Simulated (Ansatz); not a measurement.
Br₂Ga (SMILES [Br][Ga][Br]), doublet, at a GFN2-xTB geometry (such geometries of metal compounds can be far from the true shape) (the spin is typed, not shown lowest).

Ansatz (a quantum-chemistry and plane-wave program) was given this input:
Ansatz 0.2 input:
```yaml
crystal:
  periodic: [false, false, false]
  atoms:
    - {symbol: Ga, position_ang: [0.74424172, 0.37193216, 0.26857298]}
    - {symbol: Br, position_ang: [-0.64309419, 1.40267683, -1.42078963]}
    - {symbol: Br, position_ang: [-0.01609134, -1.73210247, 1.18291070]}
basis:
  gaussian:
    orbitals: pc-2.json
hamiltonian:
  xc: hf
magnetization: {spin_polarized: true, initial_magnetization: 1}
```
The basis file holds pc-2 in the JSON format of the Basis Set Exchange.

Task: What does this run give for the <S^2>, number of basis functions?

Result: 
```json
{
  "<S^2>": "0.765",
  "number_of_basis_functions": "129"
}
```
